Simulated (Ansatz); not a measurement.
Stepwise reaction of gallium trichloride with water, as a gas-phase model of exchange steps in deposition or etching. ΔE in kJ/mol; ΔG adds harmonic PBE0-D4 terms to CCSD(T)/CBS, at 1 bar.

Program: Ansatz. Geometries: PBE0-D4/def2-TZVP. ΔE: electronic, gas phase. CCSD(T)/CBS adds triple-zeta CCSD(T) − MP2 to the extrapolated MP2 energy (def2 sets, frozen cores). This one scheme is used for every species. Functionals use def2-TZVPP. B3LYP here is the variant with VWN-RPA as its local correlation; programs differ in this. For Ga outer-core shells are correlated without core-valence functions, which leaves a few kJ/mol of doubt a bond. Scalar relativity is left out up to krypton. Each species was taken in one conformer, which may not be the lowest.

```tsv
step	reaction	PBE-D4	B3LYP-D4	ωB97M-V	CCSD(T)/CBS	ΔG(600 K)
2	`[OH][Ga]([Cl])[Cl]` + H₂O → `[OH][Ga]([OH])[Cl]` + HCl	56.6	56.7	57.5	56.7	53.5
3	`[OH][Ga]([OH])[Cl]` + H₂O → `[OH][Ga]([OH])[OH]` + HCl	60.1	59.4	60.4	59.2	61.0
```

Problem. Give the row of step 1, `[Cl][Ga]([Cl])[Cl]` + H₂O → `[OH][Ga]([Cl])[Cl]` + HCl. (Estimate.)

Solution. Ansatz gave: 
```
step                                                 reaction  PBE-D4  B3LYP-D4  ωB97M-V  CCSD(T)/CBS  ΔG(600 K)
   1  `[Cl][Ga]([Cl])[Cl]` + H₂O → `[OH][Ga]([Cl])[Cl]` + HCl    53.2      54.1     54.8         54.2       42.6
```

Problem. By hand: ΔE of the 3 steps together at CCSD(T)/CBS.

Solution. (54.2) + (56.7) + (59.2) = 170.1 kJ/mol, or 56.7 kJ/mol a step.

In ΔE each step is higher than the one before. All are uphill at CCSD(T)/CBS. ΔG lies between 42.6 and 61.0 kJ/mol a step. PBE-D4 differs from CCSD(T)/CBS by -1.0 to 0.9 kJ/mol a step. Isolated molecules leave out the surface, adducts and barriers. Largest T1 diagnostic: 0.014.
